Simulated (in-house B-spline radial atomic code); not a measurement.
How numerical settings move a run on the xenon ion Xe³⁺, [Kr] 4d10 5s2 5p3. Computed with a B-spline radial code for spherical atoms: Dirac-Kohn-Sham PBE, spherical fractional occupations, Fermi nucleus of rms radius 4.7859 fm.

Command:
```bash
python run_scf.py task.json out
```
Settings of the sound reference run:
```
Z                54
electrons        51
configuration    [Kr] 4d10 5s2 5p3
hamiltonian      dirac
method           pbe,pbe
spin_polarised   False
nucleus          fermi
rms_radius       4.7859
mass_number      132
atomic_mass      131.9042
speed_of_light   137.036
knot_spacing     0.22
spline_order     8
gauss_points     12
box_radius       16.22
max_iterations   70
damping          0.5
damped_steps     3
diis_vectors     10
tolerance        1e-08
start            Thomas-Fermi
```

Run time, properties included: 0.82 s on 1 thread of AMD EPYC 9R45 96-Core Processor (shared host).

It converges in 9 iterations to -7447.575291 hartree, with 5p3/2 at -36.4002 eV. The other runs change the listed settings, some to values that make no sense; their results aren't properties of the atom or ion. Radii are in bohr (the nuclear one in fm), a minus after a letter asks for a j subshell, and «unchanged» means within 1e-8 hartree. The run stops when the residual is below 10 × tolerance × max(1, Z/10), or a noise floor if that is larger, and the energy moves by less than 1e-8 × √|E| hartree; so very loose and very tight tolerances often act alike.

| changed settings | outcome |
| --- | --- |
| gauss_points = 4 | converged in 9 iterations, energy +7.21e-06 hartree from the reference, 5p3/2 level +1.7e-06 eV |
| diis_vectors = 2 | converged in 13 iterations, energy unchanged, 5p3/2 level +1.8e-05 eV |
| electrons = 52, configuration = [Kr] 4d10 5s2 5p3 6p-1, max_iterations = 60 | converged in 10 iterations to -7448.0461 hartree, a different physical problem (warning: 6p1/2 reaches the box edge) |
| diis_vectors = 1 | converged in 63 iterations, energy unchanged, 5p3/2 level -4.7e-06 eV |
| diis_vectors = 4 | converged in 9 iterations, energy unchanged, 5p3/2 level -7.2e-06 eV |
| knot_spacing = 1, spline_order = 6, max_iterations = 50 | converged in 9 iterations, energy +1.70e+02 hartree from the reference, 5p3/2 level +6.1e-01 eV (the program warns: 5p3/2 reaches the box edge; 2s1/2 reaches the box edge) |
| electrons = 52, configuration = [Kr] 4d10 5s2 5p3 6s-1, max_iterations = 60 | stopped with error: j subshells need the Dirac Hamiltonian and l > 0 |
| spline_order = 10, first_knot = 1.85e-06, max_iterations = 5, damped_steps = 8 | not converged after 5 iterations, last residual 6.4e-03, last energy +5.47e-04 hartree from the reference |
| diis_vectors = 0 | converged in 19 iterations, energy unchanged, 5p3/2 level +5.3e-06 eV |
| box_radius = 0.65, max_iterations = 60, tolerance = 0.001, start = bare nucleus | converged in 7 iterations, energy +1.12e+03 hartree from the reference, 5p3/2 level +3.3e+03 eV (the program warns: 5p3/2 has a positive eigenvalue: unbound, held by the box; 3d3/2 has a positive eigenvalue: unbound, held by the box) |
| tolerance = 1e-06 | converged in 8 iterations, energy unchanged, 5p3/2 level +3.1e-04 eV |
| method = r2scan | stopped with error: meta-GGAs are not served with the Dirac Hamiltonian |

(1) What happens with first_knot = 1.85e-06, max_iterations = 60, tolerance = 1e-05?

(2) What happens with tolerance = 1e-13?

(3) What happens with knot_spacing = 0.1, first_knot = 0.0556, max_iterations = 60, damping = 0.8, start = bare nucleus?

(4) What happens with gauss_points = 6?

Answers

(1) Converged in 8 iterations, energy -5.73e-06 hartree from the reference, 5p3/2 level +3.2e-04 eV.

(2) Converged in 9 iterations, energy unchanged.

(3) Converged in 11 iterations, energy +1.78e+01 hartree from the reference, 5p3/2 level +2.4e-01 eV.

(4) Converged in 9 iterations, energy +1.03e-08 hartree from the reference.
